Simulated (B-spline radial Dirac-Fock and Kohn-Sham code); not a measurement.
## Dipole and non-dipole photoemission parameters of Cr⁺ 2p3/2

System: the Cr⁺ ion, [Ar] 3d5; threshold 587.4 eV (orbital energy of the model). Level of theory: Dirac-Hartree-Slater photoionisation with a Latter tail; cross sections with all multipoles, angular parameters from the dipole term and its interference with E2; a radial atomic solver.

For linearly polarised light dσ/dΩ = σ/(4π) [1 + β P₂(cos θ) + (δ + γ cos²θ) sin θ cos φ], with θ from the polarisation vector and φ the angle between the beam and the projection of the electron momentum on the plane normal to the polarisation.

```csv
hν (eV),σ (kb),β,γ,δ
758,622,1.297,-0.047,0.013
800,547,1.349,-0.018,0.014
946,358,1.439,0.082,0.019
986,322,1.451,0.109,0.019
1000,311,1.454,0.118,0.020
1020,295,1.458,0.130,0.020
1030,288,1.459,0.136,0.020
1253.6,169,1.470,0.264,0.025
1310,150,1.467,0.293,0.026
1460,110,1.455,0.364,0.029
2910,14.2,1.245,0.794,0.062
3220,10.4,1.202,0.850,0.070
3730,6.50,1.136,0.929,0.083
3990,5.23,1.104,0.965,0.090
6000,1.37,0.904,1.158,0.141
8047.8,0.503,0.758,1.278,0.190
8540,0.409,0.729,1.301,0.201
8790,0.370,0.715,1.311,0.207
8940,0.349,0.707,1.317,0.210
9251.7,0.310,0.690,1.330,0.217
11800,0.131,0.575,1.410,0.271
12800,0.0980,0.538,1.434,0.291
13100,?,?,?,?
15000,0.0553,0.468,1.478,0.333
```

Question: Give the values at 13100 eV.

Answer: σ = 0.0902 kb, β = 0.528, γ = 1.440, δ = 0.297.

Values without a named source are computed, but for edge energies of neutral atoms, which are taken from tables.
